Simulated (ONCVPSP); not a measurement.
Before and after: ONCV potential for Bi

| Property | Result |
| --- | --- |
| Element | Bi |
| Generator | ONCVPSP 4.0.1 |
| Type | optimised norm-conserving Vanderbilt (ONCV) |
| Functional | LDA (Perdew-Zunger) |
| Relativity | scalar-relativistic |
| Frozen core | [Kr] 4d10 4f14 |
| Valence charge | 23 |
| Reference configuration | 5s2 5p6 5d10 6s1.5 6p3.5 |
| Partial waves | 5s+6s: rc 1.40 bohr, ncon 4, nbas 7, qcut 8 1/bohr, 2 projectors; 5p+6p: rc 1.65 bohr, ncon 4, nbas 7, qcut 9.4 1/bohr, 2 projectors; 5d: rc 1.80 bohr, ncon 4, nbas 9, qcut 10.6 1/bohr, 2 projectors, debl 1.8 Ha |
| Local potential | polynomial inside 1.15 bohr (lpopt 5, dvloc0 6 Ha) |
| Core correction | Teter function fitted to the true core (icmod 2), fcfact 0.65 |

All-electron outer shells of the reference configuration (LDA (Perdew-Zunger), scalar-relativistic, ld1.x):

```csv
shell,level (eV),outermost node (bohr),outermost maximum (bohr)
4d,-430.79,0.19,0.38
5s,-158.91,0.44,0.77
4f,-153.85,–,0.34
5p,-96.83,0.48,0.86
5d,-28.00,0.51,1.03
6s,-15.29,0.98,1.86
6p,-5.11,1.14,2.41
```

Change: d: rc 2.12.

Cutoffs: the cutoffs (Ha) at which the residual kinetic energy of the hardest occupied pseudo-wave falls to 1 and 0.1 mHa per electron; they do not see the model core or the augmentation charge, which bear on the density cutoff. Errors are all-electron minus pseudo energies relative to the spin-unpolarised reference configuration.

**Question.** Predict the effect on cutoff, ghosts and configuration errors.

**Answer.** The potential gets neither clearly harder nor softer (30 Ha and 43 Ha → 28 Ha and 43 Ha); the s channel sets the loose cutoff, while the largest relative change is in d, which becomes softer; of the 4 tests that both files solve, the error grows in 0 and shrinks in 1 by more than 15 % and 0.3 meV (median size 6.3 → 6.2 meV); neither file shows a bound ghost.

```csv
quantity,base,changed
"cutoff, loose",30 Ha,28 Ha
"cutoff, tight",43 Ha,43 Ha
loose cutoff by channel,"s 28 Ha, p 20 Ha, d 30 Ha","s 28 Ha, p 20 Ha, d 23 Ha"
bound ghosts,none,none
GHOST(+) flags under 300 eV,none,none
"error for 5s2 5p6 5d10 6s2 6p3, meV [ΔE -5.04 eV]",+0.7,+0.7
"error for 5s2 5p6 5d10 6s2 6p2, meV [ΔE 3.11 eV]",-2.6,-2.6
"error for 5s2 5p6 5d10 6s2 6p1, meV [ΔE 18.68 eV]",-9.9,-10
"error for 5s2 5p6 5d9 6s2 6p4, meV [ΔE 19.08 eV]",-15,+9.7
s: phases at 1.42 bohr within 0.05 rad from the reference energy up to (Ha; the scan ends near 5),to the end of the scan,to the end of the scan
p: phases at 1.68 bohr within 0.05 rad from the reference energy up to (Ha; the scan ends near 5),to the end of the scan,to the end of the scan
"rms error of d²Exc/dni dnj with the model core, mHa",0.76,0.75
```
